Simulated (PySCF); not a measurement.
**SnBr: from constants to spectrum**

UHF-CCSD(T) constants of SnBr, ²Π (doublet), unpaired electrons π ↑ (basis Sn def2-TZVPP with ECP28, Br def2-TZVPP; scalar-relativistic core potentials; PySCF 2.14; masses 119.9022 and 78.9183 u):

- ωe: 246.2 cm⁻¹
- ωexe: 0.558 cm⁻¹
- Be: 0.055939 cm⁻¹
- αe: 0.000179 cm⁻¹
- D (centrifugal): 1.16e-08 cm⁻¹
- De to Sn + Br: 3.37 eV

(1) Give the vibrational terms G(v) and spacings up to v = 6.

(2) How well does the Morse estimate ωe²/(4ωexe) reproduce De, and what is D0?

Correlated steps freeze 13 core orbitals. Spin–orbit coupling is left out, which matters for elements this heavy, above all for dissociation energies. The state was picked by a PBE0 search and need not be the measured ground state.

Answers

(1) G(v) = ωe(v+½) − ωexe(v+½)².

```tsv
v	G(v) (cm⁻¹)	G(v) − G(v−1)	Bv (cm⁻¹)
0	123.0		0.05585
1	368.0	245.1	0.05567
2	612.0	244.0	0.05549
3	854.9	242.9	0.05531
4	1096.6	241.7	0.05513
5	1337.2	240.6	0.05495
6	1576.7	239.5	0.05478
```

(2) It gives 3.37 eV, 100 % of the computed De. D0 = De − G(0) = 3.37 − 0.02 = 3.35 eV.
